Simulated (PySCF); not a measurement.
Sn(H)3(OMe) (CH6OSn), SMILES C[O][SnH3]. Atoms are numbered in the order given.

```xyz
9

Sn     0.0303    -0.5913     0.0000
O     -0.6402     1.2958     0.0000
C      0.2577     2.3737     0.0000
H      0.9779    -0.8186    -1.4208
H     -1.4093    -1.5148     0.0000
H      0.9779    -0.8186     1.4208
H      0.9165     2.3952     0.8939
H      0.9165     2.3952    -0.8939
H     -0.3201     3.3153     0.0000
```

Geometry: B3LYP-D3(BJ)/def2-SVP. The def2 effective core potentials stand for the cores of Sn; spin–orbit coupling is left out.

Level of theory: B3LYP/def2-TZVPD (PySCF).

Isolated molecule, no solvent.

| Item | Value |
|---|---|
| total energy | -331.34075 hartree |
| point group | Cs |
| highest occupied level | -7.26 eV |
| lowest empty level | -0.84 eV |
| orbital gap | 6.42 eV |
| dipole moment | 1.49 D |
| quadrupole, principal values (traceless, Buckingham form, about the centre of nuclear charge) | -3.47, -0.56, 4.03 D·Å |
| mean static polarisability | 61.4 bohr³ (9.10 Å³) |
| polarisability, principal values | 57.0, 57.2, 69.9 bohr³ |
